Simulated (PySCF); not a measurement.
A structure optimised at PBE-D3(BJ)/def2-SVP, used in a PySCF frequency run:

```
C
H 1 1.1105
H 1 1.1134 2 106.80
C 1 1.5157 2 113.27 3 -124.50
C 4 1.3527 1 115.42 2 -125.85
O 5 1.3795 4 119.51 1 0.32
H 4 1.0996 5 121.94 6 -179.63
H 5 1.1009 4 126.40 7 0.48
Si 6 1.7159 5 108.10 8 -173.85
H 9 1.4923 6 109.32 5 -133.25
Cl 9 2.0778 10 107.36 6 119.27
```
Charge 0, spin multiplicity 1.

Write its SMILES and formula.

Cl[Si@@H]1CC=CO1, C3H5ClOSi

What are its rotational constants (standard atomic weights)?

4.6976, 1.6602, 1.4761 GHz
